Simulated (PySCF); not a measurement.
**A geometry optimisation of ClHOSn with PBE0-D4/def2-SVP**

The starting geometry of this gas-phase singlet was optimised with GFN2-xTB.

```yaml
atoms:
  - { symbol: Cl, position_ang: [-1.5318, 0.4430, -0.8398] }
  - { symbol: O, position_ang: [1.5210, -0.0321, 0.2379] }
  - { symbol: Sn, position_ang: [1.3622, 0.8299, -1.3554] }
  - { symbol: H, position_ang: [-1.0399, -0.1060, 0.1898] }
```

Question: Predict what it relaxes into with PBE0-D4/def2-SVP.

Answer: It rearranges to `[OH][Sn][Cl]`. Contacts that open: Cl1–H4 (1.27 → 3.01 Å). Contacts that close: Cl1–Sn3 (2.96 → 2.41 Å), O2–H4 (2.56 → 0.97 Å).

The energy falls by 2.61 eV over 29 steps:

| step | E − E(last) (eV) |
| --- | --- |
| 1 | 2.613 |
| 4 | 2.335 |
| 7 | 2.284 |
| 10 | 2.102 |
| 13 | 1.189 |
| 17 | 0.429 |
| 20 | 0.069 |
| 23 | 0.007 |
| 26 | 0.000 |
| 29 | 0.000 |

Final geometry (Å):

```xyz
4

Cl   -1.6006    0.7627   -1.4632
O     0.9794   -0.0985    0.3452
Sn    0.8056    0.8434   -1.3969
H     0.1320   -0.3532    0.7351
```

The end wasn't checked by frequencies. Atoms past krypton carry core potentials, without spin–orbit terms. Run with PySCF 2.14.0, 3.3 min on 2 threads of Intel(R) Xeon(R) Processor @ 2.50GHz (Skylake/Cascade Lake) (shared host).
